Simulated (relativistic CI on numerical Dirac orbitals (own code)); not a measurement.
## Nb5+: L2,3 absorption edge

Computed with this model: Dirac-Coulomb-Breit CI, orbitals from a KLI potential per configuration, QED by a radiative potential, multiplet model of core-to-valence dipole absorption, unscaled Slater integrals; configurations [Ar] 3d10 4s2 4p6 → [He] 2s2 2p5 3s2 3p6 3d10 4s2 4p6 4d; 10 K; Lorentzian 0.96 eV and Gaussian 0.5 eV FWHM. Energies are those of the free ion, without screening or charge transfer. The branching ratio is the share of the lower-energy edge in the whole absorption, uncertain by about 0.02 where the edges overlap. S is read from ⟨S²⟩ = S(S + 1).

Field parameters in Wybourne normalisation: Oh B⁴₀ = 21Dq, B⁴₄ = √(5/14) B⁴₀. The field is a parameter set, without covalency.

free ion: ground-state S = 0.00, centroid 2411.27 eV, branching ratio 0.676. Peaks (eV, height): 2381.0 (100), 2474.5 (48).

Oh, 10Dq = 8500 cm⁻¹: ground-state S = 0.00, centroid 2411.27 eV, branching ratio 0.676. Peaks (eV, height): 2381.2 (100), 2474.1 (32), 2474.9 (37).

Oh, 10Dq = 19250 cm⁻¹: ground-state S = 0.00, centroid 2411.27 eV, branching ratio 0.676. Peaks (eV, height): 2379.4 (53), 2381.8 (100), 2473.4 (40), 2475.7 (35).

Oh, 10Dq = 29950 cm⁻¹: ground-state S = 0.00, centroid 2411.27 eV, branching ratio 0.676. Peaks (eV, height): 2378.9 (73), 2382.5 (100), 2472.9 (48), 2476.5 (38).

Oh, 10Dq = 40650 cm⁻¹: ground-state S = 0.00, centroid 2411.27 eV, branching ratio 0.676. Peaks (eV, height): 2378.4 (87), 2383.3 (100), 2472.4 (52), 2477.3 (40).

The statistical ratio of this edge is 2/3 = 0.667. Values above it arise where the holes sit mainly in the j = l + 1/2 valence subshell or the ground state has high spin; values below it where core-valence Coulomb terms move weight to the upper edge, as in nearly empty shells. At deep edges of heavy elements the radial integrals of the two core levels differ, which raises the baseline.

Strongest unbroadened transitions for Oh, 10Dq = 19250 cm⁻¹:

```
Energy (eV)  Relative strength
    2378.37                0.7
    2378.70                4.1
    2379.41               47.7
    2380.87                2.2
    2381.81              100.0
    2473.41               39.6
    2475.75               34.6
```
